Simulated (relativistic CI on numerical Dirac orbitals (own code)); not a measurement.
What each ingredient does to the levels of N IV

Base calculation: Dirac-Coulomb-Breit CI, orbitals from a KLI potential per configuration, model QED (radiative potential, 1s self-energy scaled to tabulated hydrogen-like ionisation energies), valence Slater integrals scaled by 0.85, P86 correlation energy added to each configuration.

Configuration list (outside the closed core 1s2): 2s², 2s2p, 2p², 2p3s, 2p3p, 2s3s, 2s3p, 2s3d, 2s4s, 2s4p, 2s4d, 2s4f, 3s², 3s3p, 3p². Levels of other configurations are missing.

Variants: (1) Slater integrals left unscaled; (2) valence Slater integrals scaled by 0.75; (3) Breit term removed; (4) QED terms removed. Shifts of the energy above 2s² ¹S0, in cm⁻¹, for the lowest level and the first level of each name with at least 55 % of one term (blank where a level changes its place among those of its configuration and J or its character, or is not in the variant):

| Level | Base | Δ(1) | Δ(2) | Δ(3) | Δ(4) | Measured |
| --- | --- | --- | --- | --- | --- | --- |
| 2s² ¹S0 | 0 | 0 | 0 | 0 | 0 | 0 |
| 2s2p ³P°0 | 67806 | +1533 | -788 | -32 | +23 | 67209 |
| 2s2p ³P°1 | 67865 | +1533 | -788 | -8 | +22 | 67272 |
| 2s2p ³P°2 | 68003 | +1533 | -788 | +20 | +22 | 67416 |
| 2s2p ¹P°1 | 130862 | +12676 | -8221 | +3 | +23 | 130694 |
| 2p² ³P0 | 177280 | +2698 | -1566 | -25 | +48 | 175535 |
| 2p² ³P1 | 177350 | +2698 | -1566 | -14 | +48 | 175608 |
| 2p² ³P2 | 177468 | +2698 | -1566 | +29 | +47 | 175733 |
| 2p² ¹D2 | 192763 | +4792 | -3062 | +16 | +47 | 188882 |
| 2p² ¹S0 | 235102 | +14598 | -9325 | -13 | +45 | 235369 |
| 2s3s ³S1 | 376091 | +3086 | -1882 | +36 | +13 | 377285 |
| 2s3s ¹S0 | 386270 | +4797 | -3031 | +33 | +13 | 388855 |
| 2s3p ¹P°1 | 405438 | +3305 |  | +36 | +20 | 404522 |
| 2s3p ³P°0 | 405605 | +4052 | -2476 | +27 | +18 | 405972 |

Correlation outside the listed configurations is missing or only estimated: errors of thousands of cm⁻¹ between configurations and terms are usual at this charge. Rates and lifetimes follow the computed energies and can be off by large factors. The fine structure of a lone outer electron comes out too small, for d and f at times inverted, and misplaced configurations move strength between like terms. 40 of the 50 excited levels that our extract of the measured tables holds in this range could be paired (the sources list more); they are missed by 1178 cm⁻¹ on average and 5286 at most, and levels without a partner can miss by more.

Measured levels: Moore, Selected Tables of Atomic Spectra, NSRDS-NBS 3, section 4.

Ionisation energy from the two ground configurations alone: base 75.96 eV. The NIST ASD value (measured) is 77.4735 eV.
